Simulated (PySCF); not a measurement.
C2H7AlO2Si, SMILES [OH][Al]([OH])/[CH]=C/[SiH3].

Coordinates come from a r2SCAN-D4/def2-SVP optimisation. The structure was generated by enumeration; whether it is a known compound was not checked. Other conformers were not sampled.

Calculation: PBE0/def2-TZVP (PySCF).

The molecule is in vacuum.

The total energy comes out as -762.50172 hartree and the point group is Cs. The highest occupied level is -7.88 eV, the lowest empty level is -1.13 eV and the orbital gap comes out as 6.76 eV. The dipole moment comes out as 2.64 D and the quadrupole, principal values (traceless, Buckingham form, about the centre of nuclear charge) comes out as -8.43, -3.82, 12.25 D·Å. The mean static polarisability is 82.5 bohr³ (12.22 Å³) and the polarisability, principal values is 60.8, 74.1, 112.5 bohr³.
